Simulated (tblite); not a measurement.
Record of a relaxation.

Compound: C₆H₁₀GeN₂.
Numbering: `[CH:1]#[C:2][C@H:3]([C:4]#[N:5])[CH2:6][CH2:7][NH:8][GeH3:9]` (hydrogens: H10 on C1; H11 on C3; H12, H13 on C6; H14, H15 on C7; H16 on N8; H17, H18, H19 on Ge9)

Computed with GFN2-xTB (tblite), gas phase: L-BFGS steps from a force-field or distance-geometry start until the largest atomic force falls under 0.01 eV/Å. 4 of its 148 geometries are shown.

Step 0: E = -695.8430 eV, largest atomic force 4.552 eV/Å
```
atom  x, y, z in Å  |  force x, y, z in eV/Å
C1      2.754    0.243    1.807   -1.437   0.186  -3.198
C2      2.271    0.310    0.672    1.710  -0.189   4.214
C3      1.716    0.395   -0.654    0.784   1.236  -0.660
C4      1.147    1.749   -0.821   -0.348   0.543  -0.037
N5      0.693    2.804   -0.920    0.680  -1.357   0.055
C6      0.725   -0.693   -0.928    0.605  -1.740  -0.932
C7     -0.455   -0.756   -0.028   -1.247  -1.753   0.014
N8     -1.296    0.400   -0.003   -1.229   0.751   0.525
Ge9    -2.673   -0.004    1.205   -0.665   0.515  -0.337
H10     3.144    0.176    2.793   -0.170   0.033  -0.515
H11     2.556    0.230   -1.382   -0.389   0.501   0.302
H12     1.275   -1.671   -0.789   -0.406   0.715  -0.222
H13     0.406   -0.674   -1.993    0.078   0.211   0.520
H14    -1.095   -1.597   -0.427    0.615  -0.101   0.242
H15    -0.187   -1.096    1.011   -0.011   0.721  -0.672
H16    -1.757    0.597   -0.915    0.791  -0.232   0.639
H17    -3.085   -1.475    0.908    0.095   0.431   0.280
H18    -2.261    0.167    2.674   -0.053  -0.078  -0.573
H19    -3.885    0.903    0.813    0.596  -0.395   0.356
```

Step 49: E = -696.5122 eV, largest atomic force 0.088 eV/Å
```
atom  x, y, z in Å  |  force x, y, z in eV/Å
C1      2.570    0.203    1.842    0.010   0.025   0.023
C2      2.181    0.335    0.719   -0.018  -0.016  -0.001
C3      1.666    0.474   -0.634   -0.020  -0.015   0.003
C4      0.933    1.722   -0.722   -0.036  -0.041   0.032
N5      0.390    2.724   -0.806   -0.013   0.045  -0.029
C6      0.795   -0.733   -1.036   -0.004  -0.032  -0.014
C7     -0.343   -1.017   -0.054   -0.014  -0.004   0.016
N8     -1.323    0.050   -0.031   -0.033   0.008  -0.036
Ge9    -2.673    0.128    1.178    0.014  -0.035   0.049
H10     2.925    0.101    2.823    0.017  -0.007   0.009
H11     2.515    0.546   -1.331   -0.011   0.006   0.004
H12     1.437   -1.616   -1.087    0.034  -0.023   0.043
H13     0.388   -0.563   -2.036   -0.039   0.057   0.009
H14    -0.785   -1.990   -0.325   -0.005   0.003  -0.018
H15     0.066   -1.109    0.956   -0.013  -0.018   0.039
H16    -1.633    0.262   -0.970    0.006   0.042  -0.077
H17    -3.588   -1.081    1.171    0.049   0.030   0.013
H18    -2.064    0.236    2.539    0.033  -0.020  -0.049
H19    -3.467    1.338    0.828    0.042  -0.005  -0.018
```

Step 98: E = -696.5898 eV, largest atomic force 0.025 eV/Å
```
atom  x, y, z in Å  |  force x, y, z in eV/Å
C1      2.326    0.234    1.977    0.000  -0.005   0.005
C2      1.929    0.380    0.858   -0.007   0.001  -0.002
C3      1.433    0.559   -0.498    0.000  -0.004  -0.004
C4      0.454    1.627   -0.488    0.011  -0.013   0.008
N5     -0.273    2.510   -0.482    0.005  -0.001   0.004
C6      0.847   -0.748   -1.067    0.013  -0.008   0.002
C7     -0.316   -1.298   -0.231   -0.002  -0.002   0.006
N8     -1.484   -0.459   -0.261   -0.010   0.013  -0.005
Ge9    -2.247    0.429    1.106   -0.020  -0.012   0.009
H10     2.690    0.100    2.951   -0.005   0.001   0.008
H11     2.269    0.883   -1.136   -0.019   0.005  -0.005
H12     1.642   -1.496   -1.096    0.008  -0.002  -0.016
H13     0.501   -0.566   -2.088    0.010   0.002   0.009
H14    -0.547   -2.307   -0.604   -0.013   0.000  -0.014
H15     0.001   -1.394    0.811    0.014   0.016   0.006
H16    -1.870   -0.358   -1.187   -0.005  -0.006   0.001
H17    -3.568   -0.210    1.460    0.010  -0.004   0.007
H18    -1.304    0.270    2.254    0.012   0.014  -0.009
H19    -2.493    1.853    0.745   -0.003   0.005  -0.010
```

Step 147: E = -696.6044 eV, largest atomic force 0.009 eV/Å
```
atom  x, y, z in Å  |  force x, y, z in eV/Å
C1      2.297    0.141    2.007    0.001   0.002   0.007
C2      1.925    0.325    0.885    0.000   0.001  -0.001
C3      1.441    0.547   -0.470   -0.001   0.000   0.002
C4      0.465    1.617   -0.420   -0.007   0.006  -0.002
N5     -0.264    2.498   -0.369    0.006  -0.002   0.005
C6      0.848   -0.739   -1.077    0.000   0.002  -0.003
C7     -0.327   -1.291   -0.257    0.000   0.001  -0.003
N8     -1.480   -0.432   -0.297   -0.003  -0.003   0.007
Ge9    -2.221    0.475    1.072    0.000  -0.003  -0.004
H10     2.638   -0.021    2.986    0.006  -0.002  -0.001
H11     2.277    0.890   -1.096   -0.002  -0.001   0.004
H12     1.638   -1.493   -1.124   -0.005  -0.001   0.004
H13     0.508   -0.525   -2.093    0.000  -0.004  -0.004
H14    -0.566   -2.295   -0.639   -0.002   0.001   0.007
H15    -0.017   -1.394    0.786    0.006   0.002  -0.005
H16    -1.913   -0.396   -1.205   -0.003   0.002  -0.006
H17    -3.308   -0.332    1.745   -0.004  -0.004   0.002
H18    -1.136    0.712    2.069    0.002   0.002  -0.001
H19    -2.814    1.721    0.520    0.005  -0.001  -0.005
```

Question: Summarise the path.

Answer: The energy falls by 17.56 kcal/mol from step 0 to step 147; nine tenths of that is first reached at step 58. It rises by more than 0.2 meV at step 1. The largest force goes from 4.552 to 0.009 eV/Å. Among the bonds Ge9–H19 changes most, from 1.564 to 1.486 Å; the atoms move by 0.838 Å rms after alignment.

Question: Follow the three bonds and two angles with the largest change from start to end.

Answer: 
```
step  E above end (kcal/mol)  largest force (eV/Å)  Ge9–H19 (Å)  N8–Ge9 (Å)  C6–C7 (Å)  C7–N8–Ge9 (°)  Ge9–N8–H16 (°)
   0                   17.56                 4.552        1.564       1.875      1.485          105.6           106.3
   6                    7.08                 0.496        1.473       1.833      1.522          108.4           110.5
  13                    4.80                 0.260        1.490       1.825      1.529          112.3           115.6
  19                    3.96                 0.159        1.488       1.817      1.522          113.9           119.5
  26                    3.15                 0.147        1.494       1.821      1.525          116.9           115.5
  32                    2.76                 0.136        1.487       1.810      1.526          119.6           114.1
  38                    2.55                 0.092        1.487       1.810      1.525          120.7           113.5
  45                    2.26                 0.103        1.488       1.816      1.532          122.1           113.1
  51                    2.06                 0.106        1.493       1.818      1.529          122.5           113.1
  58                    1.75                 0.088        1.485       1.805      1.528          123.6           115.1
  64                    1.53                 0.099        1.485       1.803      1.529          123.1           117.4
  70                    1.17                 0.139        1.496       1.801      1.526          124.6           119.1
  77                    0.68                 0.076        1.490       1.800      1.536          126.2           119.3
  83                    0.47                 0.072        1.485       1.801      1.535          127.5           118.7
  89                    0.39                 0.066        1.489       1.799      1.534          127.9           118.9
  96                    0.34                 0.036        1.490       1.800      1.534          128.0           119.3
 102                    0.33                 0.027        1.489       1.800      1.534          127.9           119.1
 109                    0.27                 0.137        1.489       1.801      1.534          128.1           119.0
 115                    0.20                 0.042        1.486       1.799      1.533          128.1           118.9
 121                    0.15                 0.029        1.488       1.800      1.535          127.5           119.3
 128                    0.10                 0.033        1.486       1.802      1.535          127.2           119.6
 134                    0.05                 0.049        1.486       1.800      1.535          127.3           119.6
 141                    0.01                 0.028        1.488       1.801      1.536          127.6           119.4
 147                    0.00                 0.009        1.486       1.801      1.536          127.6           119.4
```

The cost below is that of the whole relaxation. On one thread of an Arm Neoverse V2, no GPU, shared host, this took 1.0 s wall.
